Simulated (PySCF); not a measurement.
## Electron correlation in Pt⁴²⁺ (platinum, charge +42)

Starting occupation: [Kr]. Computed with PySCF 2.14 in an even-tempered Gaussian basis (18 s from 2.2 bohr⁻², ratio 2.6; 16 p from 2.9 bohr⁻², ratio 2.6; 11 d from 2.9 bohr⁻², ratio 2.6; 5 f from 3 bohr⁻², ratio 2.8), with X2C-1e with screened-nucleus spin-orbit coupling, Gaussian nucleus. Frozen: [Ar] 3d10; 8 electrons correlated; the 114 highest virtual spinors left out.

MP2 pair energies summed by pair of shells (mhartree):

```json
{"pair": "4p3/2-4p3/2", "energy": "-125.15", "share (%)": "39.3"}
{"pair": "4p1/2-4p3/2", "energy": "-106.51", "share (%)": "33.4"}
{"pair": "4p3/2-4s1/2", "energy": "-31.63", "share (%)": "9.9"}
{"pair": "4p1/2-4p1/2", "energy": "-27.83", "share (%)": "8.7"}
{"pair": "4p1/2-4s1/2", "energy": "-15.99", "share (%)": "5.0"}
{"pair": "4s1/2-4s1/2", "energy": "-11.50", "share (%)": "3.6"}
```

Total MP2 correlation energy: -318.61 mhartree.

The virtual space was cut to 74 spinors, which keep -315.19 of the -318.61 mhartree of MP2 correlation.

```tsv
level	correlation energy (mhartree)
CCSD	-335.46
(T)	-2.15
CCSD(T)	-337.61
```

Diagnostics: T1 = 0.00016, largest double amplitude 0.034.

Cost of the coupled-cluster step: 71 s of wall time on 1 thread of Neoverse-V2 (shared host), for 8 occupied and 74 virtual spinors.

At this charge the one-electron X2C treatment keeps the bare 1/r₁₂, with no two-electron picture change or Breit term. The effect here is smaller than on the frozen 1s shell.
